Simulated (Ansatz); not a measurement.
A structure relaxed at PBE0-D4/def2-TZVP, charge 0, multiplicity 1:

```csv
atom,x (Å),y (Å),z (Å)
Al1,-0.280,-0.659,2.562
C2,-0.537,-0.474,0.645
C3,0.353,0.244,-0.054
Sn4,0.257,0.571,-2.168
H5,0.994,0.071,3.167
H6,-1.275,-1.488,3.482
H7,-1.372,-0.928,0.107
H8,1.192,0.702,0.473
H9,-1.203,1.367,-2.558
H10,1.580,1.524,-2.677
H11,0.292,-0.932,-2.979
```

Task: Give its formula and SMILES.

Result: C2H7AlSn, `[AlH2]/[CH]=[CH]/[SnH3]`.

Task: Point group (tolerance 0.08 Å, 0.16 Å for H)?

Result: Cs.

Task: Summarise the bond lengths by kind.

Result: 1 × Al–C 1.943 Å; 2 × Al–H 1.588 Å; 1 × C–C 1.340 Å; 2 × C–H 1.092 Å; 1 × C–Sn 2.141 Å; 3 × H–Sn 1.708 Å.

Results of the Gaussian-basis code of Ansatz.
